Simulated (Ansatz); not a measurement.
Gas-phase electronic energies from Ansatz, PBE0-D4/def2-TZVP geometries. CBS: MP2 limit from def2 TZ/QZ plus the TZ coupled-cluster correction, frozen cores. This one scheme is used for every species. DFT in def2-TZVPP. B3LYP here is the variant with VWN-RPA as its local correlation; programs differ in this. Triplets are unrestricted, without spin–orbit coupling. def2 core potentials past Kr. For Sn outer-core shells are correlated without core-valence functions, which leaves a few kJ/mol of doubt a bond. Each species was taken in one conformer, which may not be the lowest.

`C[CH](C)[Sn][F]` → `C[CH2][Sn][F]` + `[CH2]` (triplet)  (formal loss of a carbene)

```csv
level,ΔE (kJ/mol)
B3LYP-D4,424.7
CAM-B3LYP,420.0
```

(1) What does CCSD(T)/CBS give? (Best estimate.)

(2) What do rigid-rotor, harmonic-oscillator terms from PBE0-D4/def2-TZVP frequencies (298.15 K, 1 bar) make of the CCSD(T)/CBS value? (Estimate.)

Largest T1 diagnostic among the species: 0.015.

## Answers

(1) The calculation gave: +434.7 kJ/mol. The listed levels differ from it by -10.0, -14.7 kJ/mol.

(2) Computed: ΔZPE = -29.1 kJ/mol, ΔH = +411.9 kJ/mol, ΔS = 168 J/(mol·K), ΔG = +361.8 kJ/mol. Open shells count their whole term as degenerate. Modes under 50 cm⁻¹ make the entropy rough.

From BLYP to BHLYP (50 % exact exchange), in def2-TZVPP and without D4, ΔE moves by −4.4 kJ/mol. Leaving LDA and LC-ωPBE aside and taking each functional with its dispersion term where it has one, the values, not all of them listed here, spread over 36.7 kJ/mol, from r2SCAN0-D4 to ωB97X-V. LDA lies +77.1 kJ/mol from PBE without D4.
